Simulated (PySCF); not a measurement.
Computed Raman spectrum (relative Raman activity) of a molecule C3H5BF2. Coordinates come from a PBE0-D3(BJ)/def2-SVP optimisation. The values are those of a single conformer. Method: PBE0-D3(BJ)/def2-SVP (PySCF 2.14.0). No scaling factor is applied to the harmonic values.

```
ν (cm⁻¹)  relative intensity
--------  ------------------
314                      2.5
681                      5.5
764                      2.0
958                      2.3
1271                     2.9
1360                     8.1
1373                     2.5
1385                     9.1
1426                      10
1442                     6.1
1720                      43
3049                     100
3139                      55
3183                      72
3187                      47
3299                      40
```

### Question
Which structure fits?
(A) C=C(C)B(F)F
(B) C/C=C/B(F)F
(C) C=C(F)B(C)F
(D) FB1CC(F)C1

### Answer
C, C=C(F)B(C)F
